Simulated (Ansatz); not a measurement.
```xyz
20

C     1.0222   -0.0799    0.0000
C    -0.0799    1.0222    0.0000
C    -1.0222    0.0799    0.0000
C     0.0799   -1.0222    0.0000
C     2.5322   -0.0799    0.0000
H     2.8922    0.9501    0.0000
H     2.8922   -0.5899    0.8900
H     2.8922   -0.5899   -0.8900
C    -0.0799    2.5322    0.0000
H    -1.1099    2.8922    0.0000
H     0.4301    2.8922    0.8900
H     0.4301    2.8922   -0.8900
C    -2.5322    0.0799    0.0000
H    -2.8922   -0.9501    0.0000
H    -2.8922    0.5899    0.8900
H    -2.8922    0.5899   -0.8900
C     0.0799   -2.5322    0.0000
H     1.1099   -2.8922    0.0000
H    -0.4301   -2.8922    0.8900
H    -0.4301   -2.8922   -0.8900
```

Basis set: def2-TZVP. Charge 0. Computed with Ansatz (development build ahead of 0.2.0); the lowest solution found for each multiplicity.

Q: How do the multiplicities compare at this shape? Give, from the lowest of each method, PBE0 (unrestricted) for 1, 3; PBE0 (restricted) for 1, 3.

A:

```
            method  multiplicity  E (eV)  <S²>
PBE0, unrestricted             1   0.000  0.12
PBE0, unrestricted             3   1.143  2.01
  PBE0, restricted             1   0.000  0.00
  PBE0, restricted             3   1.215  2.00
```

Caution for PBE0, unrestricted: the unrestricted determinant is spin contaminated.
